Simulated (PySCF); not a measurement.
`O=C1C=C[C@H](F)O1`, C4H3FO2

Geometry (Å), atoms numbered from 1 in this order:
```xyz
10

O     2.373   -0.994    0.058
C     1.267   -0.557    0.026
C     0.810    0.859   -0.049
C    -0.515    0.867   -0.087
C    -0.998   -0.560   -0.028
F    -1.747   -0.777    1.096
O     0.149   -1.344    0.019
H     1.499    1.680   -0.061
H    -1.201    1.690   -0.119
H    -1.628   -0.860   -0.879
```

Computed with TDDFT BHandHLYP/def2-SVPD excited states, vertical, gas phase (PySCF 2.14.0). Geometry: GFN2-xTB.

Give the one- and two-photon strengths of the lowest singlets.

δ for parallel linear polarisation; σ at the peak of a Lorentzian of half width 0.1 eV, single beam; Ω is circular over linear.
```tsv
state	E (eV)	f	photon λ (nm)	δ (au)	σ (GM)	Ω	main
S1	5.25	0.001	472	0.17	0.00	0.72	HOMO−1→LUMO 0.49, HOMO→LUMO 0.40
S2	6.78	0.251	365	8.13	0.14	1.30	HOMO→LUMO 0.50, HOMO−1→LUMO 0.39
S3	7.26	0.108	341	11.6	0.22	1.22	HOMO−2→LUMO 0.80, HOMO−3→LUMO 0.10
S4	7.91	0.049	314	14.3	0.33	0.89	HOMO−3→LUMO 0.83, HOMO−2→LUMO 0.10
S5	8.51	0.003	291	1.32	0.04	1.29	HOMO−4→LUMO 0.26, HOMO−1→LUMO+4 0.23
```

Among these, the strongest one-photon state is S2, the strongest two-photon state S4, with a dipole change of 2.3 D (relaxed, norm of the difference vector).
